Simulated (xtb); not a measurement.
(2S)-2-fluoro-1-methoxypropane (C₄H₉FO), SMILES COC[C@H](C)F. All values are semi-empirical tight-binding results from xtb (GFN2-xTB unless named), good for trends rather than for accurate numbers. Geometry optimised at GFN2-xTB. The values are those of a single conformer.

Optimised geometry:

Bond lengths (Å): C1–O2 1.402, C1–H7 1.097, C1–H8 1.088, C1–H9 1.098, O2–C3 1.405, C3–C4 1.530, C3–H10 1.101, C3–H11 1.102, C4–C5 1.518, C4–F6 1.383, C4–H12 1.099, C5–H13 1.087, C5–H14 1.086, C5–H15 1.086. Angles (°): O2–C1–H7 111.4, O2–C1–H8 106.6, O2–C1–H9 111.2, H7–C1–H8 109.5, H7–C1–H9 108.7, H8–C1–H9 109.5, C1–O2–C3 112.9, O2–C3–C4 110.2, O2–C3–H10 110.4, O2–C3–H11 110.3, C4–C3–H10 108.8, C4–C3–H11 108.8, H10–C3–H11 108.2, C3–C4–C5 113.0, C3–C4–F6 108.9, C3–C4–H12 108.9, C5–C4–F6 109.1, C5–C4–H12 111.5, F6–C4–H12 105.2, C4–C5–H13 109.8, C4–C5–H14 109.2, C4–C5–H15 109.7, H13–C5–H14 109.4, H13–C5–H15 109.4, H14–C5–H15 109.3.

**Question.** Estimate the properties. (Estimate from the structure and the level; the computed values follow.)

**Answer.** 
```json
{
  "orbital_gap": "11.52 eV",
  "dipole_moment": "3.02 D",
  "zero_point_energy": "78.6 kcal/mol",
  "G − E(el) at 298.15 K (modified RRHO)": "58.7 kcal/mol",
  "static polarisability (D4 model)": "57.4 bohr³",
  "solvation energy, GFN2-xTB/ALPB(water)": "-3.7 kcal/mol",
  "solvation energy, GFN2-xTB/ALPB(methanol)": "-6.0 kcal/mol"
}
```

Computed IR lines (harmonic; lines under 4 % of the strongest left out, lines within 3 cm⁻¹ merged):
ν (cm⁻¹): 90 (w), 232 (w), 355 (w), 427 (w), 613 (w), 853 (m), 939 (m), 951 (w), 977 (m), 1068 (s), 1115 (vs), 1118 (m), 1159 (s), 1178 (m), 1233 (m), 1299 (m), 1311 (m), 1345 (w), 1393 (m), 1467 (m), 1479 (w), 2840 (vs), 2877 (s), 2891 (s), 2896 (vs), 2917 (s), 3033 (m), 3049 (m), 3058 (m), 3069 (w) (against the strongest line: vs over 80 %, s over 45 %, m over 15 %, w over 4 %, vw less)

Computed atomic charges and the Wiberg bond orders between heavy atoms:
charges (e) C1 0.04, O2 -0.30, C3 0.08, C4 0.14, C5 -0.12, F6 -0.26, H7 0.03, H8 0.06, H9 0.03, H10 0.04, H11 0.02, H12 0.04, H13 0.06, H14 0.08, H15 0.05. Bond orders C1–O2 1.00, O2–C3 0.99, C3–C4 0.99, C4–C5 1.01, C4–F6 0.93.
